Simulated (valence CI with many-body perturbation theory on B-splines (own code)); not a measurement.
**Pr²⁷⁺: what each term of the Hamiltonian does**

Computed by configuration interaction combined with many-body perturbation theory (CI+MBPT): four valence electrons over a frozen Dirac-Fock core [Ar] 3d10, radial functions for each j: 11 s, 11 p, 9 d, 7 f, 5 g, 2 h, 1 i, with the one-electron correlation potential Σ1 (screened to all orders), the two-electron term Σ2, the three-electron term Σ3, Breit, model QED; selected single and double excitations, second order for the rest (own B-spline code, finite nucleus).

The last digits are not significant, and no measured levels were compared; by estimate large intervals hold to a few tenths of a per cent, small ones and those within an open d or f shell to about a per cent.

Each rung adds one term. CI alone is the Dirac-Coulomb CI over the frozen core; QED comes last and gives the full result, which names the levels. Energies are above (4s^2 4p1/2^2) J=0 on the same rung, in cm⁻¹.

Levels are named by their leading jj configuration (3d3/2^4 stands for four electrons in 3d with j = 3/2), which in mixed levels can hold well under half, so a name can repeat and another be missing. Letters in brackets count levels of one name in rising energy.

```tsv
Level	CI alone	+ Σ1	+ Σ2	+ Σ3	+ Breit	Full
(4s^2 4p1/2 4p3/2) J=1	198782	199906	200845	200924	198076	198440
(4s^2 4p1/2 4p3/2) J=2	223013	224159	224718	224745	221730	222096
(4s^2 4p3/2^2) J=2	439918	442196	443490	443544	437746	438456
(4s^2 4p3/2^2) J=0	494936	497234	497520	497427	491803	492499
(4s 4p1/2^2 4p3/2) J=2	681720	682612	685465	685708	685164	681869
(4s 4p1/2^2 4p3/2) J=1	768407	769323	768809	768926	768341	765126
(4s 4p1/2 4p3/2^2) J=2 [a]	867968	869779	873468	873757	870733	867858
(4s 4p1/2 4p3/2^2) J=3	914095	915986	918707	918946	915471	912639
(4s 4p1/2 4p3/2^2) J=0	963816	965760	967070	967165	964118	961212
(4s 4p1/2 4p3/2^2) J=2 [b]	977415	978782	979529	979773	975952	974043
(4s 4p1/2 4p3/2^2) J=1 [a]	987303	989292	989048	989166	985832	982993
(4s 4p1/2 4p3/2^2) J=1 [b]	1036150	1038030	1032080	1032080	1029180	1026220
(4s^2 4p1/2 4d3/2) J=2	1056890	1057840	1056400	1056550	1052140	1051160
(4s^2 4p1/2 4d5/2) J=3	1127460	1128320	1126700	1126860	1120820	1120730
(4s^2 4p1/2 4d3/2) J=1	1143920	1144470	1137640	1137580	1133140	1132730
(4s^2 4p1/2 4d5/2) J=2	1146120	1147280	1142930	1143000	1137410	1136960
(4s 4p3/2^3) J=2	1170390	1172890	1173120	1173290	1167240	1165170
(4s 4p3/2^3) J=1	1259540	1262230	1257580	1257630	1251660	1249580
(4s^2 4p3/2 4d5/2) J=4	1302270	1304150	1305050	1305320	1296500	1296830
(4s^2 4p3/2 4d3/2) J=2	1317160	1318750	1313740	1313820	1306570	1306520
(4s^2 4p3/2 4d3/2) J=0	1328600	1330150	1325830	1325910	1318770	1318840
(4s^2 4p3/2 4d3/2) J=3	1336000	1337550	1332310	1332340	1324730	1324840
(4s^2 4p3/2 4d3/2) J=1	1350890	1352780	1347130	1347140	1339840	1339500
(4s^2 4p3/2 4d5/2) J=2	1379560	1381620	1375930	1375950	1367800	1367660
(4s^2 4p3/2 4d5/2) J=3	1426710	1428570	1421450	1421320	1412860	1413110
(4s^2 4p3/2 4d5/2) J=1	1450620	1452630	1445890	1445630	1437480	1437510
(4p1/2^2 4p3/2^2) J=2	1479100	1480350	1480350	1480680	1479570	1473710
(4s 4p1/2^2 4d3/2) J=1	1509060	1509180	1511600	1512010	1509940	1506080
(4s 4p1/2^2 4d3/2) J=2	1535210	1535660	1536700	1537070	1534740	1530650
(4p1/2^2 4p3/2^2) J=0	1554000	1555670	1552590	1552740	1551820	1545490
(4s 4p1/2^2 4d5/2) J=3	1582720	1583310	1584510	1584920	1581350	1577680
```

(1) How does the ionisation energy move along the ladder, and which term matters most?

## Answers

(1) CI alone 986.51, + Σ1 988.06, + Σ2 988.10, + Σ3 987.99, + Breit 987.07, + QED 987.10 eV. The largest step is Σ1, 1.55 eV. NIST lists 985 ± 4 eV (theoretical).
